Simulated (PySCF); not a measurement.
Job file and geometry (Å, from GFN2-xTB) of an NMR shielding run on `O([SiH2]OC)[Si@H](N)[SiH2][SiH3]`, CH$_{13}$NO$_{2}$Si$_{4}$, GIAO PBE0/pcSseg-1 NMR shielding, non-relativistic, gas phase (PySCF); density fitting, a coarse starting grid and PySCF grid level 2 are the driver's defaults:

```
$ OMP_NUM_THREADS=1 python probes_run.py task.json out

{"job": {"kind": "nmr", "xc": "PBE0", "basis": "pcSseg-1"}, "charge": 0, "multiplicity": 1}
C     -2.125901    -0.158577     1.721493
O     -1.259162     0.155235     0.676498
Si    -1.501994     1.291238    -0.466264
O     -0.212798     1.195301    -1.408534
Si     1.062853     0.249419    -1.860357
N      0.656330    -0.711160    -3.232264
Si     1.642673    -1.051778    -0.056172
Si     1.664013     0.015954     1.994508
H     -1.728632    -1.029308     2.243742
H     -3.126466    -0.387978     1.345991
H     -2.202879     0.675544     2.423255
H     -2.699765     0.974237    -1.244649
H     -1.521109     2.636471     0.098674
H      1.952573     1.297454    -2.371020
H      0.449389    -1.690907    -3.135831
H      0.108594    -0.311610    -3.978049
H      2.969264    -1.651949    -0.322773
H      0.787343    -2.258648     0.024255
H      3.005053     0.040047     2.598079
H      0.823458    -0.610087     3.024833
H      1.248243     1.420598     1.924112
```

Question: What does the program print?

Answer: 
```
coarse grid: 18880 points
cycle   1  E = -1408.1455652067  dE =  6.971e-01  |g| = 1.017e+00  |ddm| = 4.084e+00
cycle   2  E = -1407.8582590858  dE =  2.873e-01  |g| = 1.590e+00  |ddm| = 2.241e+00
cycle   3  E = -1408.3282598871  dE = -4.700e-01  |g| = 1.151e-01  |ddm| = 1.617e+00
cycle   4  E = -1408.3299474448  dE = -1.688e-03  |g| = 7.056e-02  |ddm| = 1.497e-01
cycle   5  E = -1408.3309380365  dE = -9.906e-04  |g| = 1.166e-02  |ddm| = 6.113e-02
cycle   6  E = -1408.3309626380  dE = -2.460e-05  |g| = 3.823e-03  |ddm| = 1.305e-02
cycle   7  E = -1408.3309652718  dE = -2.634e-06  |g| = 1.100e-03  |ddm| = 3.583e-03
final grid: 162160 points
cycle   8  E = -1408.3921322645  dE = -1.718e-05  |g| = 1.272e-02  |ddm| = 2.252e-02
cycle   9  E = -1408.3920963366  dE =  3.593e-05  |g| = 1.896e-02  |ddm| = 2.007e-02
cycle  10  E = -1408.3921604084  dE = -6.407e-05  |g| = 1.156e-03  |ddm| = 1.334e-02
cycle  11  E = -1408.3921607048  dE = -2.963e-07  |g| = 2.204e-04  |ddm| = 1.331e-03
cycle  12  E = -1408.3921607137  dE = -8.884e-09  |g| = 7.950e-05  |ddm| = 2.009e-04
cycle  13  E = -1408.3921607147  dE = -1.078e-09  |g| = 2.624e-05  |ddm| = 8.188e-05
cycle  14  E = -1408.3921607149  dE = -1.378e-10  |g| = 6.684e-06  |ddm| = 2.600e-05
converged SCF energy = -1408.3921607149

GIAO shielding tensors (ppm)
atom      isotropic    diamagn.    paramagn.     s11        s22        s33       span
  0 C      137.447     240.573    -103.126    110.950    116.298    185.092     74.143
  1 O      312.599     405.343     -92.744    275.352    310.088    352.357     77.005
  2 Si     386.616     883.858    -497.242    368.569    375.483    415.797     47.228
  3 O      241.746     404.443    -162.697    201.883    248.953    274.401     72.518
  4 Si     368.402     880.145    -511.743    343.967    365.699    395.539     51.573
  5 N      228.647     320.573     -91.927    196.371    230.967    258.601     62.230
  6 Si     484.327     883.698    -399.371    472.618    477.786    502.579     29.961
  7 Si     466.763     881.486    -414.722    456.311    461.023    482.956     26.646
  8 H       27.845      30.244      -2.399     23.299     26.651     33.586     10.288
  9 H       28.065      28.242      -0.178     23.482     25.652     35.060     11.578
 10 H       28.127      28.640      -0.513     24.178     25.292     34.911     10.734
 11 H       26.769      31.228      -4.459     23.244     24.571     32.493      9.249
 12 H       26.824      31.106      -4.282     23.837     24.184     32.452      8.616
 13 H       26.311      29.279      -2.968     22.443     24.552     31.937      9.495
 14 H       30.454      33.216      -2.762     23.973     27.527     39.862     15.889
 15 H       30.439      30.027       0.412     23.430     26.383     41.503     18.073
 16 H       28.548      30.118      -1.570     24.224     26.262     35.159     10.935
 17 H       28.413      32.494      -4.081     25.794     26.327     33.117      7.322
 18 H       28.176      29.479      -1.302     24.233     25.464     34.831     10.598
 19 H       28.162      30.940      -2.779     24.566     26.952     32.966      8.399
 20 H       28.278      31.489      -3.211     24.727     27.694     32.413      7.686
```

Question: Turn these shieldings into chemical shifts. Referencing at the same level of theory: 13C (σ = 186.93 ppm) and 29Si (σ = 349.16 ppm) and 1H (σ = 31.72 ppm) against TMS; 17O (σ = 336.08 ppm) vs H2O; NH3 for 15N (σ = 267.73 ppm).

Answer: Averaging equivalent atoms: C 0: 49.5; O 3: 94.3; O 1: 23.5; Si 4: -19.2; Si 2: -37.5; Si 7: -117.6; Si 6: -135.2; N 5: 39.1; H 13: 5.41; H 11: 4.95; H 12: 4.89; H 8/9/10: 3.70; H 18/19/20: 3.51; H 17: 3.30; H 16: 3.17; H 14/15: 1.27 ppm. Experimental scales use liquid or dissolved standards, which lie at an offset from isolated NH3 (liquid NH3: subtract about 20 ppm) and H2O (liquid H2O: subtract about 36 ppm).

Size and cost of the density-fitted run: 229 basis functions, 3 min wall time (2.2 min CPU) on 1 thread of an Intel Xeon, shared host; peak memory 0.96 GiB.
